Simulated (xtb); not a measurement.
C₄F₅, doublet, from a rough starting geometry; xtb 6.7.1 with GFN2-xTB.

Input for xtb:
```
$ xtb mol.xyz --gfn 2 --uhf 1 --opt vtight --json

# file mol.xyz
9

F      2.55455832    -0.23482417    -0.30038937
C      1.17254271    -0.35857192    -0.22459581
C      0.36026691    -1.32062733    -0.33839016
C     -0.92068423    -0.46180686    -0.06454395
F     -1.59213306    -0.87586677     1.04034619
F     -1.79351614    -0.35780235    -1.00517992
C      0.07380510     0.66985750     0.12678990
F     -0.05895920     1.73428331    -0.65360423
F      0.13156555     1.16710063     1.42131271
```

Q: What does xtb print? Leave out banner, timings and long lists.

A: 
```
   ID    Z sym.   atoms
    1    9 F      1, 5, 6, 8, 9
    2    6 C      2-4, 7

           -------------------------------------------------
          |                Calculation Setup                |
           -------------------------------------------------

           -------------------------------------------------
          |                 G F N 2 - x T B                 |
           -------------------------------------------------

          ...................................................
          :                      SETUP                      :
          :.................................................:
          :  # basis functions                  36          :
          :  # atomic orbitals                  36          :
          :  # shells                           18          :
          :  # electrons                        51          :
          :  max. iterations                   250          :
          :  Hamiltonian                  GFN2-xTB          :
          :  restarted?                      false          :
          :  GBSA solvation                  false          :
          :  PC potential                    false          :
          :  electronic temp.          300.0000000     K    :
          :  accuracy                    1.0000000          :
          :  -> integral cutoff          0.2500000E+02      :
          :  -> integral neglect         0.1000000E-07      :
          :  -> SCF convergence          0.1000000E-05 Eh   :
          :  -> wf. convergence          0.1000000E-03 e    :
          :  Broyden damping             0.4000000          :
          :  net charge                          0          :
          :  unpaired electrons                  1          :
          ...................................................

 iter      E             dE          RMSdq      gap      omega  full diag
   1    -32.1385072 -0.321385E+02  0.541E+00    3.87       0.0  T
   2    -32.1681111 -0.296039E-01  0.355E+00    3.69       1.0  T
   3    -32.1680988  0.122236E-04  0.218E+00    4.03       1.0  T
   4    -32.1935265 -0.254276E-01  0.833E-01    3.69       1.0  T
   5    -32.1970104 -0.348396E-02  0.137E-01    3.81       1.0  T
   6    -32.1970342 -0.237752E-04  0.785E-02    3.80       1.0  T
   7    -32.1970378 -0.364633E-05  0.195E-02    3.80       1.7  T
   8    -32.1970396 -0.178811E-05  0.407E-03    3.80       8.2  T
   9    -32.1970397 -0.109381E-06  0.199E-03    3.80      16.7  T
  10    -32.1970397 -0.118865E-07  0.540E-04    3.80      61.7  T
  11    -32.1970397 -0.291298E-08  0.931E-05    3.80     357.9  T

   *** convergence criteria satisfied after 11 iterations ***

         :::::::::::::::::::::::::::::::::::::::::::::::::::::
         ::                     SUMMARY                     ::
         :::::::::::::::::::::::::::::::::::::::::::::::::::::
         :: total energy             -32.032806114706 Eh    ::
         :: gradient norm              0.165358935746 Eh/a0 ::
         :: HOMO-LUMO gap              3.802356748501 eV    ::
         ::.................................................::
         :: SCC energy               -32.197036557487 Eh    ::
         :: -> isotropic ES            0.059896269598 Eh    ::
         :: -> anisotropic ES          0.004626116283 Eh    ::
         :: -> anisotropic XC         -0.026900323301 Eh    ::
         :: -> dispersion             -0.005683301179 Eh    ::
         :: repulsion energy           0.164230442782 Eh    ::
         :: add. restraining           0.000000000000 Eh    ::
         :: total charge               0.000000000000 e     ::
         :::::::::::::::::::::::::::::::::::::::::::::::::::::

      -----------------------------------------------------------
     |                   =====================                   |
     |                        A N C O P T                        |
     |                   =====================                   |
[...]
 * total energy  :   -32.0328061 Eh     change       -0.4303047E-10 Eh
 * total energy  :   -32.0445186 Eh     change       -0.1171251E-01 Eh
 * total energy  :   -32.0477261 Eh     change       -0.3207489E-02 Eh
 * total energy  :   -32.0479358 Eh     change       -0.2097318E-03 Eh
 * total energy  :   -32.0480256 Eh     change       -0.8980051E-04 Eh
 * total energy  :   -32.0480326 Eh     change       -0.6938443E-05 Eh
 * total energy  :   -32.0480343 Eh     change       -0.1690491E-05 Eh
 * total energy  :   -32.0480344 Eh     change       -0.1753350E-06 Eh
 * total energy  :   -32.0480345 Eh     change       -0.4886991E-07 Eh
   *** GEOMETRY OPTIMIZATION CONVERGED AFTER 9 ITERATIONS ***
         :: total energy             -32.048034496658 Eh    ::
[...]
        21        2.0000           -0.5657007             -15.3935
        22        2.0000           -0.5597625             -15.2319
        23        2.0000           -0.5502416             -14.9728
        24        2.0000           -0.5113912             -13.9157
        25        2.0000           -0.5066351             -13.7862
        26        1.0000           -0.4417770             -12.0214 (HOMO)
        27                         -0.3166712              -8.6171 (LUMO)
        28                         -0.0937054              -2.5499
        29                         -0.0658652              -1.7923
        30                         -0.0352073              -0.9580
        31                         -0.0270143              -0.7351
        32                          0.0457812               1.2458
        33                          0.1078643               2.9351
        34                          0.1461432               3.9768
        35                          0.1727177               4.6999
        36                          0.6094848              16.5849
      -------------------------------------------------------------
                  HL-Gap            0.1251057 Eh            3.4043 eV
             Fermi-level           -0.4267151 Eh          -11.6115 eV

     #   Z          covCN         q      C6AA      α(0)
     1   9 F        0.785    -0.108    10.330     3.796
     2   6 C        2.991     0.171    24.311     8.088
     3   6 C        2.307    -0.088    31.848     9.164
     4   6 C        3.763     0.344    15.583     5.627
     5   9 F        0.787    -0.161    10.844     3.890
     6   9 F        0.787    -0.161    10.845     3.890
     7   6 C        3.860     0.332    15.671     5.630
     8   9 F        0.786    -0.164    10.873     3.895
     9   9 F        0.786    -0.164    10.874     3.895

 Mol. C6AA /au·bohr⁶  :       1197.637666
 Mol. C8AA /au·bohr⁸  :      27536.246748
 Mol. α(0) /au        :         47.875185

Wiberg/Mayer (AO) data.
largest (>0.10) Wiberg bond orders for each atom

 ---------------------------------------------------------------------------
     #   Z sym  total        # sym  WBO       # sym  WBO       # sym  WBO
 ---------------------------------------------------------------------------
     1   9 F    1.255 --     2 C    1.053     3 C    0.148
     2   6 C    3.897 --     3 C    1.840     1 F    1.053     7 C    0.892
     3   6 C    3.226 --     2 C    1.840     4 C    0.963     1 F    0.148
     4   6 C    3.877 --     5 F    0.982     6 F    0.981     3 C    0.963
                             7 C    0.854
     5   9 F    1.130 --     4 C    0.982
     6   9 F    1.130 --     4 C    0.981
     7   6 C    3.867 --     8 F    0.971     9 F    0.971     2 C    0.892
                             4 C    0.854
     8   9 F    1.117 --     7 C    0.971
     9   9 F    1.117 --     7 C    0.971
 ---------------------------------------------------------------------------

Topologies differ in total number of bonds
Writing topology from bond orders to xtbtopo.mol

molecular dipole:
                 x           y           z       tot (Debye)
 q only:        0.305      -0.296      -0.105
   full:        0.376      -0.205      -0.089       1.112
molecular quadrupole (traceless):
                xx          xy          yy          xz          yz          zz
 q only:       -1.208      -0.709       0.670      -0.017       0.107       0.538
  q+dip:       -1.031      -0.372       1.731      -0.083       0.707      -0.700
   full:       -1.596      -0.764       1.224      -0.014       0.312       0.372

optimized geometry written to: xtbopt.xyz

           -------------------------------------------------
          | TOTAL ENERGY              -32.048034496658 Eh   |
          | GRADIENT NORM               0.000078878134 Eh/α |
          | HOMO-LUMO GAP               3.404300274720 eV   |
           -------------------------------------------------
```
